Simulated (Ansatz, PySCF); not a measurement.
Species: SnCl$_{2}$ (charge -1, doublet). 
Coordinates optimised at B3LYP-D3(BJ)/def2-TZVP (Ansatz, an electronic-structure program):
```
Sn
Cl 1 2.5348
Cl 1 2.5348 2 99.32
```
Charge -1, spin multiplicity 2.

Total electronic energies in hartree. Correlated levels leave the core frozen unless marked. UHF or UKS for open shells. Spin-orbit coupling is left out. The frozen core is the preceding noble-gas configuration, with the filled d and f shells of earlier blocks. Past Kr the def2 sets carry scalar-relativistic core potentials. STO-3G rows are all-electron and non-relativistic. CBS marks a two-point X^-3 extrapolation of the correlation energy; Hartree-Fock from the larger set. [CCSD(T)-MP2]/basis is that difference in the basis named.

```
level                                                                 program  energy (Eh)
-------------------------------------------------------------  --------------  -----------
HF/def2-TZVPP                                                          Ansatz  -1132.54179
RI-HF/def2-TZVPPD                                                      Ansatz  -1132.54581
RI-HF/def2-QZVPPD                                                      Ansatz  -1132.57223
BLYP/def2-TZVPD                                                        Ansatz  -1134.85489
revPBE-D4/def2-TZVPD                                           Ansatz + dftd4          ___
BP86/def2-TZVPD                                                         PySCF  -1135.11788
TPSS/def2-TZVPD                                                         PySCF  -1134.85850
TPSS-D4/def2-TZVPD                                              PySCF + dftd4  -1134.86374
M06-L-D4/def2-TZVPD                                             PySCF + dftd4  -1135.04588
r2SCAN-D4/def2-TZVPD                                           Ansatz + dftd4  -1134.92794
PBE0/STO-3G                                                            Ansatz          ___
PBE0-D4/def2-TZVP                                              Ansatz + dftd4  -1134.60676
PBE0/def2-TZVPD                                                        Ansatz  -1134.60847
PBE0/def2-QZVPP                                                        Ansatz          ___
BHLYP-D4/def2-TZVPD                                            Ansatz + dftd4  -1134.84283
MN15-D3(BJ)/def2-TZVPD                                          PySCF + dftd3  -1134.25396
wB97X-V/def2-TZVPD                                                     Ansatz  -1134.74232
B2PLYP-D3(BJ)/def2-TZVPD                                       Ansatz + dftd3  -1134.37155
RPA@PBE/def2-TZVPP                                                     Ansatz  -1133.26914
MP2/STO-3G                                                             Ansatz  -6872.51500
RI-MP2/def2-TZVPP                                                      Ansatz  -1132.99786
CCSD/def2-TZVPPD                                                       Ansatz  -1133.04634
RI-MP2/CBS(def2-TZVPPD,def2-QZVPPD)+[CCSD(T)-MP2]/def2-TZVPPD          Ansatz   -1133.1736
```

Task: Some entries are withheld; supply them.

Result: 
- revPBE-D4/def2-TZVPD, energy (Eh): -1134.79272
- PBE0/STO-3G, energy (Eh): -6875.19854
- PBE0/def2-QZVPP, energy (Eh): -1134.63517
